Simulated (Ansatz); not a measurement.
Geometry optimisation, RHF/6-31G (Ansatz 0.2.0).

input.yaml

```yaml
crystal:
  periodic: [false, false, false]
  atoms:
    - { symbol: C, position_ang: [1.5975, 0.9596, 0.5075] }
    - { symbol: Si, position_ang: [0.1723, -0.0789, 0.0163] }
    - { symbol: C, position_ang: [0.4568, -1.8234, -0.3148] }
    - { symbol: F, position_ang: [1.5892, -1.9339, -1.1953] }
    - { symbol: C, position_ang: [-1.0341, 0.6726, -1.1688] }
    - { symbol: O, position_ang: [-2.1147, 0.2883, -0.2805] }
    - { symbol: C, position_ang: [-1.3555, 0.2235, 0.9683] }
    - { symbol: H, position_ang: [2.0672, 0.6831, 1.4131] }
    - { symbol: H, position_ang: [2.3302, 1.0548, -0.2326] }
    - { symbol: H, position_ang: [1.2237, 2.0368, 0.6878] }
    - { symbol: H, position_ang: [-0.3819, -2.3452, -0.7081] }
    - { symbol: H, position_ang: [0.8051, -2.3603, 0.6176] }
    - { symbol: H, position_ang: [-1.0554, 1.7934, -1.2846] }
    - { symbol: H, position_ang: [-2.85442, 0.10224, -0.91161] }
    - { symbol: H, position_ang: [-1.4619, 1.1485, 1.5178] }
    - { symbol: H, position_ang: [-1.7189, -0.5644, 1.6181] }
basis:
  gaussian: { orbitals: "6-31G" }
hamiltonian:
  xc: hf
relax:
  f_tol: 0.02
  max_steps: 50
```

Command:

```bash
$ ansatz run input.yaml --threads 1 --pin off --max-ram 2048MiB --backend cpu --events-out ev --progress --plain --runs-dir out
```

Where does it end, and by what steps?

The run converged. Limits of this set-up: no polarisation functions. After 29 steps the energy has fallen by 2.774 eV; H14 moved furthest, 2.15 Å. Parted: C5–O6.

| step | energy less start (eV) | largest force component (eV/Å) | accepted |
| --- | --- | --- | --- |
| 0 | 0.0000 | 4.761 | yes |
| 2 | -2.2985 | 1.007 | yes |
| 4 | -2.6325 | 0.948 | yes |
| 6 | -2.7151 | 0.690 | yes |
| 8 | -2.7451 | 0.156 | yes |
| 10 | -2.7532 | 0.689 | yes |
| 12 | -2.7591 | 0.070 | yes |
| 14 | -2.7614 | 0.516 | yes |
| 16 | -2.7644 | 0.121 | yes |
| 18 | -2.7676 | 0.074 | yes |
| 20 | -2.7694 | 0.105 | yes |
| 22 | -2.7706 | 0.198 | yes |
| 24 | -2.7728 | 0.030 | yes |
| 26 | -2.7735 | 0.043 | yes |
| 28 | -2.7738 | 0.022 | yes |
| 29 | -2.7739 | 0.009 | yes |

```xyz
16
Properties=species:S:1:pos:R:3
C 1.380 1.088 0.454
Si 0.019 -0.076 -0.199
C 0.715 -1.878 -0.225
F 1.962 -1.822 -0.945
C -0.820 0.234 -1.913
O -2.152 1.253 0.398
C -1.567 0.020 0.888
H 1.699 0.783 1.446
H 2.248 1.067 -0.194
H 1.012 2.105 0.512
H 0.076 -2.567 -0.755
H 0.942 -2.271 0.756
H -0.644 1.205 -2.381
H -3.012 1.451 0.755
H -1.363 0.084 1.951
H -2.229 -0.818 0.704
```

Whether the end is a true minimum wasn't checked by a vibrational analysis.

Run time: 94 s on 1 thread of Arm Neoverse V2, with other jobs on the host, peak memory 0.2 GiB.
